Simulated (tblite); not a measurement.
Compound: C2H11Si3 (doublet state).
Atom-mapped SMILES: `[SiH2:1][C@@H:2]([SiH3:3])[CH2:4][SiH3:5]` (hydrogens: H6, H7 on Si1; H8 on C2; H9, H10, H11 on Si3; H12, H13 on C4; H14, H15, H16 on Si5)

A start from a force field or distance geometry was refined with GFN2-xTB geometry optimisation, gas phase in tblite 0.8.0. Values at the start:

```tsv
coordinate	start
Si1–C2	1.864 Å
Si1–H6	1.458 Å
C2–Si3	1.869 Å
C2–C4	1.498 Å
C2–H8	1.099 Å
Si3–H9	1.476 Å
C4–Si5	1.854 Å
C4–H12	1.099 Å
C4–H13	1.117 Å
Si5–H14	1.490 Å
Si1–C2–Si3	112.1°
Si1–C2–C4	115.1°
C2–C4–Si5	114.4°
Si3–C2–C4	105.1°
Si1–C2–C4–Si5	59°
```

Task: How do these coordinates change at the GFN2-xTB level?

Result: 
```csv
coordinate,GFN2-xTB (Å or °),change
C4–Si5,1.903,+0.049
C2–Si3,1.908,+0.039
C2–C4,1.534,+0.036
Si1–C2,1.900,+0.036
C4–H13,1.093,-0.024
Si5–H14,1.471,-0.019
Si3–H9,1.466,-0.010
C4–H12,1.093,-0.006
Si1–H6,1.463,+0.005
C2–H8,1.097,-0.002
Si3–C2–C4,110.7,+5.6
Si1–C2–C4,111.1,-4.0
C2–C4–Si5,112.8,-1.6
Si1–C2–Si3,113.0,+0.9
Si1–C2–C4–Si5,49,-10
```

The energy falls by 5.8 kcal/mol over 80 L-BFGS steps, the largest force on an atom goes from 1.59 to 0.009 eV/Å, and the atoms move by 0.330 Å rms after alignment. The bond that changes most is C4–Si5 (ends: carbon bonded to C, Si and 2 H; silicon bonded to C and 3 H), which lengthens by 0.049 Å. Bonds longer at the end by more than 0.005 Å: 6 of 15; shorter: 8. Among the dihedrals that turn most is H6–Si1–C2–Si3, from -34° to -63°. Rotational constants go from 3153, 1454, 1060 to 3325, 1380, 1036 MHz.

Its GFN2-xTB frequencies are all real (lowest 77 cm⁻¹). 3 starts were optimised and ended at 0.00, 0.70 and 0.70 kcal/mol (GFN2-xTB); the lowest of these is shown.

One conformer stands for the species.

All values are computed, not measured.
